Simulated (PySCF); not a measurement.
What does the PBE0-D3(BJ)/def2-SVP structure of `CC(C)O[SiH2][As]([SiH3])[SiH3]` look like in three dimensions?

```
atom  x, y, z in Å
C1    -2.132   -1.222    0.864
C2    -2.082   -0.176   -0.236
C3    -2.883    1.066    0.099
O4    -0.741    0.234   -0.461
Si5    0.425   -0.544   -1.361
As6    2.237    0.958   -1.303
Si7    3.773   -0.684   -0.573
Si8    1.671    1.638    0.897
H9    -1.542   -2.111    0.596
H10   -1.722   -0.806    1.797
H11   -3.167   -1.544    1.051
H12   -2.484   -0.617   -1.170
H13   -3.945    0.822    0.251
H14   -2.803    1.803   -0.713
H15   -2.492    1.527    1.019
H16    0.780   -1.883   -0.784
H17   -0.062   -0.763   -2.759
H18    3.949   -1.685   -1.669
H19    3.319   -1.399    0.661
H20    5.087   -0.028   -0.300
H21    2.903    2.259    1.476
H22    0.597    2.669    0.834
H23    1.259    0.508    1.783
```

Any rigid rotation of these coordinates is as good. Atoms count from 1 in this order. Si5 (oxygen-bound silicon) is distorted tetrahedral (angles from 103.1° to 112.2°). Si7 (SiH3 silicon) is tetrahedral (angles from 108.4° to 112.9°). Of the pairs four or more bonds apart, Si5···H9 is among the closest relative to their van der Waals radii: 3.19 Å, 97 % of the sum of Bondi's values. As6 (arsenic bonded to 3 Si) is pyramidal (angles 93.9°, 93.7° and 91.3°, sum 278.9°, 1.29 Å off the plane of its three neighbours).

Bonds between heavy atoms (Å): C1–C2 1.518, C2–C3 1.515, C2–O4 1.420, O4–Si5 1.666, Si5–As6 2.354, As6–Si7 2.364, As6–Si8 2.371.

Level of theory: PBE0-D3(BJ)/def2-SVP geometry optimisation, gas phase (PySCF 2.14.0).

Point group: C1 (no symmetry element, even within 0.4 Å). PBE0-D3(BJ)/def2-SVP frequencies: not computed here. One conformer, not necessarily the lowest (C1–C2–O4–Si5 81°, C2–O4–Si5–As6 175°, O4–Si5–As6–Si7 128°).
